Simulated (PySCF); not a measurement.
C₆ coefficients of unlike pairs at PBE0

Calculated with PySCF 2.14 from the dipole response of each species, C₆(A,B) = (3/π) ∫ α_A(iu) α_B(iu) du, in atomic units, from isotropic polarisabilities. For ions this is the dispersion term alone; charge-induced terms of lower order in 1/R come first.

```tsv
species	configuration	basis	relativity	α (bohr³)	C₆ (like pair)
Cl⁻	[Ar] (1S)	aug-cc-pV(T+d)Z with one added diffuse shell each of s, p, d, f type (7s6p5d3f)	none	38.65	336.6
Ne⁺	[He] 2s2 2p5 (2P)	x2c-TZVPPall with one added diffuse shell each of s, p, d type (6s4p3d1f)	spin-free X2C	1.348	2.354
Si⁺	[Ne] 3s2 3p1 (2P)	aug-cc-pwCVDZ (6s5p3d)	none	19.25	102.9
Re²⁺	[Xe] 4f14 5d5 (6S)	def2-TZVPPD with the def2 core potential (60 electrons) (6s5p3d2f1g)	core potential	11.06	68.39
```

Problem. Estimate C₆ for Re²⁺ with Si⁺.

Solution. The integral gives 77.50. The combination rule 2 C_A C_B / (C_A α_B/α_A + C_B α_A/α_B) gives 78.99 and the geometric mean 83.88.

No spin-orbit coupling is included.

The other pairs:

| pair | C₆ |
| --- | --- |
| Si⁺, Ne⁺ | 12.01 |
| Si⁺, Cl⁻ | 185.6 |
| Re²⁺, Cl⁻ | 139.8 |
| Re²⁺, Ne⁺ | 12.07 |
| Ne⁺, Cl⁻ | 21.70 |
